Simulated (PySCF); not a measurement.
**Hg (mercury, neutral): r2SCAN0 calculation**

Configuration: [Xe] 4f14 5d10 6s2, closed-shell 1S. Computed with PySCF 2.14 in aug-cc-pVDZ-PP with ECP60MDF (5s5p4d2f, 54 functions), with scalar relativity through the core potential.

- Total energy: -153.5108 hartree
- One-electron energy: -270.0864 hartree
- Hartree (Coulomb) energy: 130.5046 hartree
- Exchange-correlation energy: -13.9290 hartree
- ⟨S²⟩: 0.0000
- ⟨L²⟩: 0.000
- Sum of ⟨r⟩: 28.78 bohr
- Sum of ⟨r²⟩: 53.18 bohr²

```csv
shell,electrons,mean orbital energy (eV),"rms radius, mean of both spins (bohr)"
5s,2,-124.47,0.973
5p,6,-72.336,1.12
5d,10,-12.116,1.63
6s,2,-7.814,2.93
```

Energies and moments cover only the electrons outside the core potential. Spin-orbit coupling, which splits the p, d and f shells strongly at this Z, is absent.
